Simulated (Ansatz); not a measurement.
Reaction (redistribution): `C[BH][Al]([OH])[F]` + `N[SiH](N)S` → `[OH][Al]([F])[SH]` + `CB[SiH](N)N`

Computed with Ansatz on PBE0-D4/def2-TZVP structures; ΔE is electronic, products minus reactants. CBS: MP2 limit from def2 TZ/QZ plus the TZ coupled-cluster correction, frozen cores. DFT in def2-TZVPP. One conformer a species, not always the lowest.

**Question.** Is it downhill or uphill in electronic energy at CCSD(T)/CBS, and by how much? (Best estimate.)

**Answer.** Computed: Downhill: ΔE = -29.4 kJ/mol.

**Question.** What do these levels give: r2SCAN-D4, ωB97X-V, r2SCAN, r2SCAN0, BHLYP, MP2/def2-TZVPP? (Estimate.)

**Answer.** The calculation gave: r2SCAN-D4 -32.8, ωB97X-V -27.3, r2SCAN -32.4, r2SCAN0 -31.3, BHLYP -29.0, MP2/def2-TZVPP -29.7 kJ/mol.

Largest T1 diagnostic among the species: 0.012.

Leaving LDA and LC-ωPBE aside and taking each functional with its dispersion term where it has one, the values, not all of them listed here, spread over 7.7 kJ/mol, from B97M-V to ωB97M-V.
